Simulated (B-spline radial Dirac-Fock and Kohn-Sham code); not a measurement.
**f′ and f″ of I, 733.5 eV to 4 keV**

The computed values come from a B-spline atomic structure program: the dispersion relation over Dirac-Hartree-Slater subshell photoionisation cross sections, with the Kissel-Pratt high-energy constant (isolated atom, no bound-bound lines or fine structure). The forward scattering factor is f₀ + f′ + i f″.

Edges near this range: L1 5188.0 eV, L2 4852.0 eV, L3 4557.0 eV, M1 1072.0 eV, M2 931.0 eV, M3 875.0 eV, M4 630.8 eV, M5 619.3 eV.

```csv
hν (eV),λ (Å),f′ (e),f″ (e),tabulated f′,tabulated f″
733.5,16.90,?,?,?,?
869.8,14.25,-23.608,25.678,–,26.72
1000,12.40,-15.982,26.894,-16.65,26.58
1101,11.26,-13.052,25.387,-13.28,24.64
1146,10.82,-11.630,24.265,-12.01,23.43
1253.6,9.890,-9.396,21.886,-9.75,20.87
1486.9,8.338,-6.761,17.738,-7.08,16.74
1602,7.739,-6.039,16.106,-6.35,15.14
1617,7.668,-5.964,15.910,-6.27,14.95
2000,6.199,-4.913,11.933,-5.18,11.20
2056,6.030,-4.854,11.483,-5.13,10.79
2091,5.929,-4.825,11.216,-5.09,10.55
2347,5.283,-4.757,9.526,-5.01,9.04
2984.4,4.154,-5.270,6.700,-5.46,6.46
3348,3.703,-5.872,5.632,-6.08,5.35
4000,3.100,-7.793,4.283,-8.01,3.98
```

Q: What are f′ and f″ at 733.5 eV?

A: f′ = -26.542 and f″ = 31.153 electrons (tables: – and 33.05). By the optical theorem f″ corresponds to a photoabsorption cross section 2 rₑ λ f″ = 2.97e+06 b.

Tabulated f′: xraylib 4.2 anomalous scattering factors (Cullen et al., EPDL97); f″: Chantler's tables (J. Phys. Chem. Ref. Data 1995 and 2000). Both are theoretical tables.
